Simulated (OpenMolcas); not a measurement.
**Computed transition rates of P II**

```
Program             : OpenMolcas 26.06
Method              : SS-CASPT2, IPEA 0.25 Eh, imaginary shift 0.1 Eh (closed shells correlated: 2s 2p 3s)
Basis               : ANO-R3 [6s5p4d2f1g]
Scalar Hamiltonian  : X2C, finite nucleus
Active space        : 2 electrons in 3 orbitals (3p)
State averaging     : 2S+1 = 3 even, 3 roots; 2S+1 = 1 even, 6 roots
Spin-orbit coupling : RASSI with atomic mean-field integrals over the reference wave functions, term energies averaged over their components
```

Rates come from the transition moments of the reference wave functions (E1 and E2 in the length form). At fixed line strength A goes as λ^-3 for E1 and M1 and as λ^-5 for E2, so a rate at the computed wavelength can be rescaled to the measured one. Measured vacuum wavelengths follow from level energies in NIST Handbook of Basic Atomic Spectroscopic Data. Branching counts decays inside the model space alone, at computed energies, and the table is only a selection of the E2 and M1 lines, drawn from those between levels with measured partners whose computed energy lies within a factor of 1.5 of the measured one.

| Upper | Lower | Type | λ computed (nm) | λ measured (nm) | A computed (s-1) | A rescaled (s-1) | Branching % |
| --- | --- | --- | --- | --- | --- | --- | --- |
| 3s2 3p2 1S0 | 3s2 3p2 1D2 | E2 | 788.5 | 787.8 | 1.81e+00 | 1.82e+00 | 90.9 |
| 3s2 3p2 1S0 | 3s2 3p2 3P1 | M1 | 471 | 467.1 | 1.76e-01 |  | 8.8 |
| 3s2 3p2 1D2 | 3s2 3p2 3P2 | M1 | 1209 | 1189 | 1.31e-02 |  | 72.6 |
| 3s2 3p2 1D2 | 3s2 3p2 3P1 | M1 | 1170 | 1147 | 4.81e-03 |  | 26.7 |
| 3s2 3p2 3P2 | 3s2 3p2 3P1 | M1 | 36130 | 32870 | 2.87e-04 | 3.81e-04 | 100.0 |
| 3s2 3p2 1D2 | 3s2 3p2 3P2 | E2 | 1209 | 1189 | 9.29e-05 |  | 0.5 |
| 3s2 3p2 3P1 | 3s2 3p2 3P0 | M1 | 67560 | 60640 | 5.86e-05 | 8.10e-05 | 100.0 |

Spin-changing lines and M1 lines between different terms are not rescaled, since their strength hangs on the term gaps too.

The largest correction is for 3s2 3p2 3P1 → 3s2 3p2 3P0 (M1): 5.86e-05 × (67560 / 60640)^3 = 8.10e-05 s-1, a factor of 1.38.

No measured rate stands beside these. Rescaling mends the energy factor alone: line strengths can still be far off where a level mixes with configurations outside the active space, and weak or spin-changing lines hang on small mixing coefficients that depend on the term gaps too, so rescaling need not improve them.

CASPT2 does not keep the components of a term degenerate, so their means are used; among the terms shown or strongly mixed into the levels shown the widest spread is 110 cm-1 (3s2 3p2 1D). With the s shell closed, the reference lacks s² → p² mixing. Computed and measured levels are paired by configuration, term and J; levels that our copy of the source lacks, or whose pairing is in doubt (as where it misses far off the trend of its configuration), stay unpaired. Only configurations of the active space appear.
